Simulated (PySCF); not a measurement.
# K: ionisation energy

K [Ar] 4s1 [4s1/2^1, M_J = 1/2] → K⁺ [Ar], as a difference of total energies. All numbers are calculated (PySCF 2.14, the two-component X2C-1e Hamiltonian, in x2c-SVPall-2c with one added diffuse shell each of s, d type (6s5p3d, 36 functions)). Correlated levels: [Ne] frozen; the 6 highest virtual spinors dropped. "Screened" scales the spin-orbit matrix elements by Boettger's factors to mimic the two-electron term; Breit and QED terms are absent.

```csv
method,ionisation energy (eV),error (eV)
GHF (screened spin-orbit),3.993,-0.348
GMP2 (screened spin-orbit),4.170,-0.171
```

Reference: 4.341 eV (measured; NIST Atomic Spectra Database, ionization energies).

Errors of the correlated levels include the incompleteness of this basis and the frozen core.
